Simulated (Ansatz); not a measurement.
`N[SiH](F)[O][SnH3]` + HBr → `N[SiH](F)Br` + `[OH][SnH3]`  (ligand exchange at the Si–O bond)

Computed with Ansatz on PBE0-D4/def2-TZVP structures; ΔE is electronic, products minus reactants. CCSD(T)/CBS is the MP2 limit (def2-TZVPP, def2-QZVPP) plus CCSD(T) − MP2 in def2-TZVPP, frozen cores. Functionals use def2-TZVPP. B3LYP here is the variant with VWN-RPA as its local correlation; programs differ in this. def2 core potentials past Kr. For Br, Sn outer-core shells are correlated without core-valence functions, which leaves a few kJ/mol of doubt a bond. Scalar relativity is left out up to krypton. Each species was taken in one conformer, which may not be the lowest.

`N[SiH](F)[O][SnH3]`:

```xyz
11

N    -0.941   -1.351   -0.464
Si   -0.390    0.033   -1.304
F     0.841   -0.511   -2.167
O     0.055    1.171   -0.256
Sn    0.941    0.918    1.494
H    -1.762   -1.306    0.118
H    -0.846   -2.261   -0.886
H    -1.331    0.647   -2.264
H    -0.275    0.425    2.580
H     2.172   -0.239    1.301
H     1.536    2.472    1.847
```

HBr:

Cartesian coordinates in Å:
```
Br 0.437 0.466 -0.311
H -0.437 -0.466 0.311
```

`N[SiH](F)Br`:

Cartesian coordinates in Å:
```
N -0.270 -1.045 0.053
Si 0.215 0.568 0.106
F 1.558 0.885 -0.691
Br -1.355 1.783 -0.856
H -0.768 -1.433 -0.730
H 0.169 -1.749 0.623
H 0.452 0.991 1.496
```

`[OH][SnH3]`:

Cartesian coordinates in Å:
```
O -0.502 0.893 1.097
Sn 0.140 -0.418 -0.225
H -0.534 1.789 0.757
H 1.721 0.025 -0.703
H -0.925 -0.407 -1.561
H 0.100 -1.883 0.634
```

```tsv
level	ΔE (kcal/mol)
B3LYP-D4	10.2
ωB97X-V	9.6
```

**Question.** What does CCSD(T)/CBS give? (An estimate is asked.)

**Answer.** The calculation gave: +10.1 kcal/mol. The listed levels differ from it by 0.1, -0.5 kcal/mol.

Largest T1 diagnostic among the species: 0.014.

From PBE to PBE0 (25 % exact exchange), in def2-TZVPP and without D4, ΔE moves by +0.9 kcal/mol. The D4 term adds +1.2 kcal/mol with B3LYP and +0.7 kcal/mol with PBE0; it sums over pairs of atoms, weighted by their polarisabilities, and B3LYP, whose exchange is more repulsive, gets the larger term.
